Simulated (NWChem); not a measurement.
System: GeNH₅; SMILES [NH2][GeH3]

Computed with NWChem. Pople sets run with spherical d functions. The geometry was optimised at PBE-D3(BJ)/def2-SVP.

Task: Taking PBE0/6-311G** as the yardstick, which of these has the fewest basis functions while keeping “highest occupied level (eV)” within 0.05 eV of it: PBE0/3-21G; PBE0/STO-3G; PBE0/6-31G*?

Result: none of them.
```tsv
level	basis functions	highest occupied level (eV)
PBE0/STO-3G	28	-3.54
PBE0/3-21G	41	-6.66
PBE0/6-31G*	56	-7.11
PBE0/6-311G**	92	-7.30
```

The yardstick is one finite set, not the basis-set limit.
